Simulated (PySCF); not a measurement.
H2S2Sn, neutral, multiplicity 1. Atoms are numbered in the order given.

```xyz
5

Sn     0.0000     0.0000     0.6744
S      0.0000     1.7776    -1.0461
H      0.0000     2.7691    -0.1232
S      0.0000    -1.7776    -1.0461
H      0.0000    -2.7691    -0.1232
```

Geometry: B3LYP-D3(BJ)/def2-SVP. The def2 effective core potentials stand for the cores of Sn; spin–orbit coupling is left out. Other conformers were not sampled.

All values below come from CAM-B3LYP/def2-TZVPD (PySCF).

Gas-phase values at a fixed geometry.

Computed frontier levels, gap, dipole moment and polarisability:
```yaml
highest_occupied_level: -8.35 eV
lowest_empty_level: -1.75 eV
orbital_gap: 6.60 eV
dipole_moment: 3.35 D
quadrupole, principal values (traceless, Buckingham form, about the centre of nuclear charge): -2.99, 0.41, 2.58 D·Å
mean_static_polarisability: 92.9 bohr³ (13.77 Å³)
polarisability_principal_values: 67.1, 93.5, 118.1 bohr³
```
